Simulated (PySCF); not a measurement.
**Two-dimensional NMR puzzle**

Compound of formula C$_{9}$H$_{8}$. Correlations simulated from computed shifts and the bond graph:

HSQC (one-bond C–H):
| δH | δC |
| --- | --- |
| 7.64 | 132.5 |
| 7.61 | 134.2 |
| 7.45 | 132.5 |
| 6.32 | 100.0 |
| 5.47 | 83.3 |

COSY cross peaks (H two or three bonds apart, from the bond graph; peaks can be absent where the dihedral angle is near 90°):
| δH | δH |
| --- | --- |
| 7.64 | 7.61 |
| 7.61 | 7.45 |

HMBC (two and three bonds, from the bond graph):
| δH | δC |
| --- | --- |
| 7.64 | 138.6, 134.2, 132.5, 132.5, 100.0 |
| 7.61 | 138.6, 134.2, 132.5, 132.5 |
| 7.45 | 134.2, 132.5 |
| 6.32 | 223.9, 138.6, 132.5, 83.3 |
| 5.47 | 223.9, 100.0 |

Carbons without hydrogens: δ 223.9, 138.6.

[PySCF 2.14: GIAO PBE0/pcSseg-1 shieldings; coordinates at the GFN2-xTB level; a single conformation; equivalent nuclei averaged; in vacuum; non-relativistic Hamiltonian]

Shifts are taken against calculated references (same method and geometry level): ¹H (31.72 ppm) and ¹³C (186.93 ppm) vs TMS.

Exchangeable hydrogens are left out of these lists.

Assemble the structure.

## Answers

SMILES C1=CC(C=C=C)=CC=C1.

Atoms are numbered as in `[CH2:1]=[C:2]=[CH:3][c:4]1[cH:5][cH:6][cH:7][cH:8][cH:9]1`; H(Xn) means a hydrogen on atom n.

δC 223.9 is C2, a central carbon of an allene. δC 138.6 is C4, a substituted aromatic carbon. δC 134.2 is C6/C8, an aromatic CH (δH 7.61). δC 132.5 is C5/C9, an aromatic CH (δH 7.64). δC 132.5 is C7, an aromatic CH (δH 7.45). δC 100.0 is C3, a terminal carbon of a cumulated C=C=C unit (δH 6.32). δC 83.3 is C1, a terminal carbon of a cumulated C=C=C unit (δH 5.47). HMBC from δH 7.64 reaches the proton-free carbon C4. HMBC from δH 7.61 reaches the proton-free carbon C4. HMBC from δH 6.32 reaches the proton-free carbons C2, C4. HMBC from δH 5.47 reaches the proton-free carbon C2. COSY links 7.64–7.61, 7.61–7.45.

This is the structure that produced the data.

Shifts are as computed. Against solution values, carbons near 30 ppm lie about +3 ppm off and those near 130 ppm about +5 ppm. Of 1211 compounds with measured shifts, 218 miss one by over three times the rms of a fit or turn the order of signals round; such compounds aren't used in these exercises.
